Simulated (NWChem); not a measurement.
BH$_{2}$I; SMILES BI

Results from NWChem. Coordinates come from a PBE0/def2-SVP optimisation. def2 effective core potentials on I; no spin-orbit coupling. Static field.

Task: Estimate the computed values for LC-BLYP (range parameter 0.33 per bohr)/def2-SVPD. Quantities: isotropic polarisability (bohr³); anisotropy (bohr³).

Result: 
```
Quantity                          Value
--------------------------------  -----
isotropic polarisability (bohr³)   50.3
anisotropy (bohr³)                 21.4
```
